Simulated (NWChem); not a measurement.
# C7H7, doublet; SMILES C1=CC2C=C[C]1C2

```xyz
14

C     -0.8009    -0.3701     1.2433
C      0.5211    -0.5961     1.2469
C      1.1031     0.0930     0.0000
C      0.5211    -0.5961    -1.2469
C     -0.8009    -0.3701    -1.2433
C     -1.0412     0.4540     0.0000
C      0.1855     1.3582     0.0000
H     -1.5572    -0.7625     1.9244
H      1.0982    -1.2030     1.9474
H      2.1908     0.2499     0.0000
H      1.0982    -1.2030    -1.9474
H     -1.5572    -0.7625    -1.9244
H      0.2949     1.9689    -0.9081
H      0.2949     1.9689     0.9081
```
Atoms are numbered in this order, from 1.

All runs: NWChem. Spin-unrestricted. In the optimisation the excess spin sits in a' (Cs, its own frame). Structure relaxed at the PBE0/def2-SVP, spin-unrestricted level. No frequency run checked for a minimum. No stability test was run on the SCF state. Level: B3LYP/def2-SVP with SMD (1 M gas to 1 M solution), gas-phase geometry. Reactions with the solvent are ignored.

| solvent | dielectric constant | solvation free energy (kcal/mol) | cavity-dispersion-structure term (kcal/mol) | dipole in solution (D) |
|---|---|---|---|---|
| water | 78.4 | -0.2 | 2.4 | 1.26 |
| chlorobenzene | 5.70 | -6.3 | -4.1 | 1.16 |
| 2-propanol | 19.3 | -4.4 | -1.8 | 1.23 |
| 1-octanol | 9.86 | -4.0 | -1.6 | 1.20 |
| n-hexane | 1.88 | -5.5 | -4.3 | 0.99 |
| N,N-dimethylformamide | 37.2 | -4.3 | -1.7 | 1.25 |
| 1-propanol | 20.5 | -4.3 | -1.7 | 1.24 |
